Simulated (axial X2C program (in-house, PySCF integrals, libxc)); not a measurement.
How the levels of HoSH (f10 s2 orbitals) move with the bond length

Calculated with an in-house all-electron X2C program for linear molecules (integrals from PySCF): two-component X2C with atomic mean-field Coulomb and Gaunt terms, basis Ho dyall-v3z, S dyall-av3z, H dyall-v3z (cores contracted in-house). Orbitals come from Hartree–Fock averaged over the configuration Ho f10 s2; CI then distributes these electrons over the f, s shells of Ho.

At Ho–S–H held linear, bonds 2.495 and 1.340 Å (the second held):

| Ω | energy (cm⁻¹) | g∥ | μ (D) | configuration |
| --- | --- | --- | --- | --- |
| 8 | 0 | 19.91 | -0.98 | 100% f10 s2 |
| 7 | 77 | 17.40 | -0.98 | 100% f10 s2 |
| 6 | 168 | 14.89 | -0.98 | 100% f10 s2 |
| 5 | 246 | 12.39 | -0.98 | 100% f10 s2 |
| 4 | 303 | 9.91 | -0.98 | 100% f10 s2 |
| 3 | 337 | 7.44 | -0.98 | 100% f10 s2 |
| 2 | 355 | 4.96 | -0.98 | 100% f10 s2 |
| 1 | 362 | 2.48 | -0.98 | 100% f10 s2 |
| 0 | 364 | 0.00 | -0.98 | 100% f10 s2 |
| 7 | 4747 | 16.47 | -0.98 | 100% f10 s2 |
| 6 | 4844 | 14.09 | -0.98 | 100% f10 s2 |
| 5 | 4925 | 11.71 | -0.98 | 100% f10 s2 |
| 4 | 4989 | 9.35 | -0.98 | 100% f10 s2 |
| 3 | 5037 | 7.01 | -0.98 | 100% f10 s2 |

g∥ is the magnitude of 2⟨Lz + ge Sz⟩ for the +Ω component. μ is positive if the H end is positive. The lowest 14 levels at most are listed.

At Ho–S–H held linear, bonds 2.595 and 1.340 Å (the second held):

| Ω | energy (cm⁻¹) | g∥ | μ (D) | configuration |
| --- | --- | --- | --- | --- |
| 8 | 0 | 19.91 | -1.66 | 100% f10 s2 |
| 7 | 79 | 17.40 | -1.66 | 100% f10 s2 |
| 6 | 162 | 14.89 | -1.66 | 100% f10 s2 |
| 5 | 233 | 12.40 | -1.66 | 100% f10 s2 |
| 4 | 285 | 9.92 | -1.66 | 100% f10 s2 |
| 3 | 319 | 7.44 | -1.66 | 100% f10 s2 |
| 2 | 338 | 4.96 | -1.66 | 100% f10 s2 |
| 1 | 347 | 2.48 | -1.66 | 100% f10 s2 |
| 0 | 350 | 0.00 | -1.66 | 100% f10 s2 |
| 7 | 4748 | 16.48 | -1.66 | 100% f10 s2 |
| 6 | 4840 | 14.09 | -1.66 | 100% f10 s2 |
| 5 | 4917 | 11.71 | -1.66 | 100% f10 s2 |
| 4 | 4977 | 9.35 | -1.66 | 100% f10 s2 |
| 3 | 5022 | 7.01 | -1.66 | 100% f10 s2 |

The lowest level lies 375 cm⁻¹ above the lowest at the first distance.

Question: How does the gap from the lowest to the fifth level change between the two distances?

Answer: From 303 to 285 cm⁻¹, a factor of 0.94.

Dynamic correlation is missing, so gaps between terms are too wide and other configurations may lie lower; the lowest level listed is that of this model, not necessarily the ground state. At most 4 roots were kept for each Ω > 0 (twice that for Ω = 0) within 2.2 eV of the lowest, so higher up levels can be missing between those listed; levels with Ω > 0 are doubly degenerate and listed once, Ω = 0 levels singly. The molecule was held linear; bending was not examined. Hydrosulfides and their kin are strongly bent in nature, so this linear model does not describe the real molecule.
